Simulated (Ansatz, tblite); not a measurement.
Cost and result up the ladder for Zn(SiH3)2 (ZnSi2H6) (9 atoms). The state is a singlet with charge 0. Geometry: PBE-D4/def2-SVP.

Cartesian coordinates in Å:
```
Zn 0.000 0.010 0.011
Si 1.063 1.592 -1.432
H 0.069 2.340 -2.289
H 2.035 0.928 -2.379
H 1.847 2.634 -0.669
Si -1.063 -1.588 1.436
H -1.952 -0.938 2.470
H -0.064 -2.431 2.193
H -1.935 -2.546 0.659
```

Ansatz on 4 threads of Arm Neoverse V2 on a shared host; xTB runs through tblite on one thread. Times are rough, summed over both states, and most runs start from the orbitals of an earlier one. PBE0-D4/def2-TZVP serves as the yardstick here, not as an exact answer. The other state is a doublet.

The xTB rows come from tblite.

Raw xTB energies of ions are shifted by several eV.

| level | functions | vertical IE (eV) | difference from PBE0-D4/def2-TZVP (eV) |
| --- | --- | --- | --- |
| PBE-D4/def2-TZVP | 158 | 8.60 | -0.13 |
| r2SCAN-D4/def2-TZVP | 158 | 8.69 | -0.05 |
| GFN1-xTB | 34 | 12.12 | 3.38 |
| GFN2-xTB | 28 | 11.19 | 2.46 |
| PBE0-D4/def2-TZVP | 158 | 8.74 | 0.00 |

Question: Estimate how long each takes.

Answer: GFN2-xTB 0.005 s; GFN1-xTB 0.007 s; PBE-D4/def2-TZVP 2.8 s; PBE0-D4/def2-TZVP 4 s; r2SCAN-D4/def2-TZVP 6.8 s. On shared hardware such times vary by a factor of up to 3.
